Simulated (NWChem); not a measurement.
Correlation energy of ClSi (+1)

```
Si
Cl 1 1.9939
```
Charge +1, spin multiplicity 1.

The numbers come from NWChem runs, not from measurements. Structure: optimised with PBE/def2-SVP, a minimum by its harmonic frequencies.

Basis set: STO-3G. Each correlation energy counts from its own Hartree-Fock reference.

The correlated methods keep 10 core orbitals frozen. The structure started from a generated list of species. Coupled-cluster values serve here as a point of comparison, not as the truth.

| method | correlation energy (mHa) |
|---|---|
| MP2 | -43.2 |
| SCS-MP2 | -45.1 |
| CCSD(T) | -60.7 |
| CCSD+T(CCSD) | ___ |
| CR-CCSD(T) | ___ |
| CCSDT | -61.0 |
| CCSD | -56.2 |
| CR-CCSD[T] | -61.4 |

Problem. Some entries are withheld; supply them.

Solution. 
- CCSD+T(CCSD), correlation energy (mHa): -61.9
- CR-CCSD(T), correlation energy (mHa): -60.4
